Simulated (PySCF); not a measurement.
## 4-formylphenylboronic acid, C$_{7}$H$_{7}$BO$_{3}$

Geometry:
| atom | x (Å) | y (Å) | z (Å) |
| --- | --- | --- | --- |
| O1 | 4.316 | 0.193 | -0.418 |
| C2 | 3.534 | -0.163 | 0.427 |
| C3 | 2.062 | -0.087 | 0.298 |
| C4 | 1.243 | -0.526 | 1.343 |
| C5 | -0.141 | -0.452 | 1.220 |
| C6 | -0.731 | 0.061 | 0.055 |
| B7 | -2.291 | 0.145 | -0.081 |
| O8 | -2.803 | 0.648 | -1.240 |
| O9 | -3.046 | -0.290 | 0.969 |
| C10 | 0.106 | 0.498 | -0.987 |
| C11 | 1.487 | 0.427 | -0.872 |
| H12 | 3.891 | -0.591 | 1.400 |
| H13 | 1.700 | -0.927 | 2.253 |
| H14 | -0.783 | -0.794 | 2.035 |
| H15 | -3.762 | 0.687 | -1.292 |
| H16 | -3.998 | -0.225 | 0.855 |
| H17 | -0.348 | 0.898 | -1.897 |
| H18 | 2.151 | 0.763 | -1.671 |

Computed with quadratic response CAM-B3LYP/aug-cc-pVDZ first hyperpolarisability, Taylor convention, gas phase in PySCF. Geometry: PBE0-D3(BJ)/def2-SVP.

Problem. Give the tensor of the second harmonic β(−2ω;ω,ω) at 1064 nm in the axes of these coordinates.

Solution. In au, Taylor convention; rows are the first index (the induced dipole):
```tsv
	xx	yy	zz	xy	xz	yz
x	-181.6	+8.2	-37.0	+10.4	-17.4	+23.8
y	+10.5	+21.0	+23.5	+7.2	+24.6	-21.9
z	-17.7	-21.8	-80.4	+24.7	-39.6	+23.5
```
Norm of βᵢ = ⅓ Σⱼ (βᵢⱼⱼ + βⱼᵢⱼ + βⱼⱼᵢ): 250.4 au, hyper-Rayleigh value 98.7 au.
